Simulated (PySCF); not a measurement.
System: C6H8N (charge +1, singlet). It need not be the lowest isomer of its formula. SMILES: [NH+]#CC1=CCCC1
Structure (B3LYP-D3(BJ)/def2-TZVP (Ansatz) minimum search):
```xyz
15

C     -1.6329    -1.0137     0.6002
C     -1.8918     0.4985     0.4248
C     -0.5469     1.0738     0.1594
C      0.3490     0.0977    -0.1084
C     -0.2710    -1.2958    -0.0800
C      1.6731     0.3578    -0.4223
N      2.7792     0.5314    -0.6780
H     -2.4267    -1.6235     0.1761
H     -1.5648    -1.2492     1.6616
H     -2.3749     0.9710     1.2822
H     -2.5336     0.7226    -0.4381
H     -0.3295     2.1343     0.1545
H      0.3367    -2.0138     0.4684
H     -0.3838    -1.6662    -1.1011
H      3.7451     0.6954    -0.9003
```
Charge +1, spin multiplicity 1.

Dispersion corrections to the total energy (kcal/mol) from the dftd3 and dftd4 libraries through PySCF: D3(BJ) without and D4 with the three-body term, each with the damping fitted for the functional named.

| functional | D3(BJ) | D4 |
|---|---|---|
| B2GP-PLYP | -4.63 | -2.99 |
| r2SCAN | -2.38 | -1.84 |
| TPSS | -10.31 | -9.58 |
| B3LYP | -13.97 | -11.29 |
| HF | … | -26.33 |
| LC-wPBE | -7.58 | … |
| PBE | … | -7.09 |

Problem. What belongs in the gaps?

Solution. 
- HF, D3(BJ): -62.94
- LC-wPBE, D4: -7.81
- PBE, D3(BJ): -8.26
